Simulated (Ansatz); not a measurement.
One change: `C[O][Ge][OH]` becomes `C[O][Ge][F]`.

Ansatz, PBE0-D4/def2-TZVP geometries, multiplicity 1. Each molecule was computed in one conformer, which needn't be the lowest.

Scalar relativity is left out up to krypton.

```
                                      property  `C[O][Ge][OH]`
            LUMO energy (PBE0/def2-TZVPP) / eV           -1.46
           HOMO energy (B3LYP/def2-TZVPP) / eV           -7.34
           HOMO–LUMO gap (PBE/def2-TZVPP) / eV            4.11
             HOMO energy (PBE/def2-TZVPP) / eV           -6.31
size of the dipole moment (PBE/def2-TZVPP) / D            1.31
             LUMO energy (PBE/def2-TZVPP) / eV           -2.20
```

Q: What does the change do to each property? (Estimate.)

A: Ansatz gave: 
```
                                      property  `C[O][Ge][F]`  shift
            LUMO energy (PBE0/def2-TZVPP) / eV          -1.92  -0.46
           HOMO energy (B3LYP/def2-TZVPP) / eV          -8.00  -0.66
           HOMO–LUMO gap (PBE/def2-TZVPP) / eV           4.21   0.10
             HOMO energy (PBE/def2-TZVPP) / eV          -6.88  -0.57
size of the dipole moment (PBE/def2-TZVPP) / D           0.83  -0.48
             LUMO energy (PBE/def2-TZVPP) / eV          -2.67  -0.47
```

With PBE0 the HOMO falls by 0.66 eV and the LUMO falls by 0.46 eV, so the gap widens by about 0.20 eV. PBE moves the HOMO by -0.57 eV and ωB97M-V by -0.70 eV. Dipoles are sizes alone; their direction can turn.

B3LYP here is the variant with VWN-RPA as its local correlation; programs differ in this.
